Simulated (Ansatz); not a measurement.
A made-up structure of CH2OSe, closed shell:

O1  (-0.704, -0.721, 1.260)
C2  (-0.499, -0.505, -0.039)
Se3  (0.895, 0.911, -0.879)
H4  (-1.099, -1.106, -0.940)
H5  (1.408, 1.421, 0.598)
(Å)

It is relaxed with PBE-D4/def2-SVP and then PBE0-D4/def2-TZVP (Ansatz 0.2.0). Atoms count as bonded within 1.22 times the sum of their covalent radii (H–H: 0.88 Å). The end point is not checked to be a true minimum.

(1) Does its bonding change? (Judge from chemistry; the calculation decides.)

Results:

(1) Computed: No: no bond forms or breaks.

Where it ends: The first stage lowers the energy by 1.24 eV in 5 steps. It ends as CH₂OSe ([O][CH][SeH]):
O1  (-0.629, -0.644, 1.125)
C2  (-0.446, -0.451, -0.035)
Se3  (0.799, 0.813, -0.785)
H4  (-0.981, -0.987, -0.839)
H5  (1.258, 1.268, 0.534)
(Å)

Labels in which every atom is bracketed show which atoms are joined, not bond orders.

For scale, one of the runs: PBE0-D4/def2-TZVP relaxation, 122 basis functions, launched by `ansatz run in.yaml --threads 2 --pin off --events-out ev --progress --plain --max-ram 4352MiB`. Hardware: 2 CPU threads of an Arm Neoverse V2, shared host. Wall time about 13 s.
